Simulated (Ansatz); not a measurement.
Cartesian coordinates in Å:
```
F 0.959 1.452 -0.781
C 0.639 0.658 0.283
F 0.064 1.456 1.230
Si -0.592 -0.712 -0.262
H 1.581 0.283 0.703
H 0.073 -1.543 -1.296
H -1.806 -0.058 -0.804
H -0.917 -1.537 0.927
```

The species carries charge 0 and has multiplicity 1.

(1) List the PBE/def2-TZVPP orbital energies in eV (Ansatz). (Best estimate.)

Answers

(1) Computed: Occupied: -1779.89, -660.39, -660.39, -272.91, -137.69, -94.43, -94.41, -94.41, -31.38, -29.89, -17.28, -14.07, -13.38, -13.38, -11.65, -10.03, -9.62, -9.54, -8.83, -8.75, -7.16. Lowest empty: -0.51, -0.09, -0.04, 0.87, 1.22, 1.42, 2.56, 3.62.
